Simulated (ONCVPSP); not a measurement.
## Before and after: ONCV potential for hafnium

| Quantity | Value |
| --- | --- |
| Element | hafnium (Hf) |
| Generator | ONCVPSP 4.0.1 |
| Type | optimised norm-conserving Vanderbilt (ONCV) |
| Functional | PBE |
| Relativity | fully relativistic |
| Frozen core | [Kr] 4d10 4f14 |
| Valence charge | 12 |
| Reference configuration | 5s2 5p6 5d2 6s2 |
| Partial waves | 5s+6s: rc 2.15 bohr, ncon 4, nbas 7, qcut 4.8 1/bohr, 2 projectors; 5p: rc 1.50 bohr, ncon 4, nbas 7, qcut 5.1 1/bohr, 1 projector; 5d: rc 2.95 bohr, ncon 3, nbas 7, qcut 4.2 1/bohr, 2 projectors, debl 2.9 Ha |
| Local potential | polynomial inside 1.35 bohr (lpopt 5, dvloc0 3 Ha) |
| Core correction | Teter function fitted to the true core (icmod 2), fcfact 0.3 |

Open shells are filled in proportion to 2j + 1.

All-electron outer shells of the reference configuration (PBE, scalar-relativistic, ld1.x):

| shell | level (eV) | outermost node (bohr) | outermost maximum (bohr) |
| --- | --- | --- | --- |
| 5s | -67.02 | 0.55 | 1.01 |
| 5p | -35.57 | 0.60 | 1.16 |
| 4f | -16.83 | – | 0.45 |
| 6s | -5.11 | 1.37 | 2.89 |
| 5d | -2.69 | 0.67 | 1.69 |

Change: core correction Teter function fitted to the true core (icmod 2), fcfact 1.18.

Cutoffs: the cutoffs (Ha) at which the residual kinetic energy of the hardest occupied pseudo-wave falls to 1 and 0.1 mHa per electron; they do not see the model core or the augmentation charge, which bear on the density cutoff. Errors are all-electron minus pseudo energies relative to the spin-unpolarised reference configuration.

**Question.** How do hardness, ghosts and transferability respond?

**Answer.** The potential gets neither clearly harder nor softer (53 Ha and 66 Ha → 53 Ha and 66 Ha); of the 3 tests that both files solve, the error grows in 2 and shrinks in 1 by more than 15 % and 0.3 meV (median size 7.4 → 2.6 meV); neither file shows a bound ghost. A model core, the more so a compact one, raises the density cutoff, which this test does not measure.

```csv
quantity,base,changed
"cutoff, loose",53 Ha,53 Ha
"cutoff, tight",66 Ha,66 Ha
bound ghosts,none,none
GHOST(+) flags under 300 eV,none,none
tests with a reliable result,3 of 4,3 of 4
"error for 5s2 5p6 5d2 6s1, meV [ΔE 7.98 eV]",+0.2,+0.8
"error for 5s2 5p6 5d2 6s0, meV [ΔE 22.16 eV]",-7.4,-2.6
"error for 5s2 5p6 5d3 6s1, meV [ΔE 2.59 eV]",+16,+19
s: phases at 2.18 bohr within 0.05 rad from the reference energy up to (Ha; the scan ends near 5),3.3,3.3
p3/2: phases at 1.52 bohr within 0.05 rad from the reference energy up to (Ha; the scan ends near 5),2.3,2.3
p1/2: phases at 1.52 bohr within 0.05 rad from the reference energy up to (Ha; the scan ends near 5),2.4,2.4
d5/2: phases at 3.00 bohr within 0.05 rad from the reference energy up to (Ha; the scan ends near 5),0.6,0.6
d3/2: phases at 3.00 bohr within 0.05 rad from the reference energy up to (Ha; the scan ends near 5),0.6,0.6
"rms error of d²Exc/dni dnj with the model core, mHa",3.90,3.11
```
